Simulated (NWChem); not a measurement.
**Correlation energy of BeCl2**

```
Be
Cl 1 1.8144
Cl 1 1.8144 2 180.00
```
Charge 0, spin multiplicity 1.

The numbers come from NWChem runs, not from measurements. All single points use one geometry, from PBE/def2-SVP, a minimum by its harmonic frequencies.

Basis set: STO-3G. Each correlation energy counts from its own Hartree-Fock reference.

The correlated methods keep 11 core orbitals frozen. The structure started from a generated list of species. Coupled-cluster values serve here as a point of comparison, not as the truth.

**Question.** Order these methods by the correlation energy they give, lowest first: SCS-MP2, CCSD+T(CCSD), CCSD.

**Answer.** CCSD+T(CCSD) (-45.5 mHa), CCSD (-41.9 mHa), SCS-MP2 (-35.0 mHa)
